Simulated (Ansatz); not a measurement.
Born–Oppenheimer molecular dynamics of ClFGeH₂ (5 atoms, charge 0, multiplicity 1). It starts at the highest image of a converged band. Of that band: Neighbouring images differ by up to 1.7 eV, so the band resolves the path poorly. A vibrational analysis at the climbing image gives one clearly imaginary mode, 1351i cm⁻¹: a first-order saddle point.

Computed with RKS B3LYP-D4/def2-TZVP (Ansatz 0.2.0).

```
ensemble                      : NVE (velocity Verlet)
time step                     : 0.5 fs
steps asked                   : 200
starting velocities drawn for : 300 K
seed                          : 11853
```

First frame:

```xyz
5
Properties=species:S:1:pos:R:3
Ge -0.268 0.057 0.344
H 0.983 -0.053 1.398
F 1.771 -0.039 0.366
H -0.556 1.194 -0.672
Cl -0.930 -1.706 -0.729
```

(1) How far do the bonds stretch over the last three quarters of this one trajectory? (Pairs bonded in most of those frames.)

Results:

(1) 
```json
{"bond": "Ge1–H2", "mean (Å)": "1.578", "spread (Å)": "0.107", "shortest": "1.40", "longest": "1.77"}
{"bond": "Ge1–F3", "mean (Å)": "1.820", "spread (Å)": "0.213", "shortest": "1.53", "longest": "2.13"}
{"bond": "Ge1–H4", "mean (Å)": "1.570", "spread (Å)": "0.050", "shortest": "1.48", "longest": "1.68"}
{"bond": "Ge1–Cl5", "mean (Å)": "2.149", "spread (Å)": "0.022", "shortest": "2.12", "longest": "2.19"}
```

Mean temperature of the second half: 2855 K. The conserved energy stayed within 0.62 meV per atom of its start (net change -0.61 meV per atom), so the integration is sound. The kinetic energy rose, since the run started high on the potential surface and went downhill. A run of 0.1 ps of so small a system gives no equilibrium averages. The orbitals stay closed-shell, which can raise the energy where a bond breaks towards radicals; this wasn't checked here.

The run took 3.5 min on 4 threads of Arm Neoverse V2, on a shared host, peak memory 0.27 GiB.
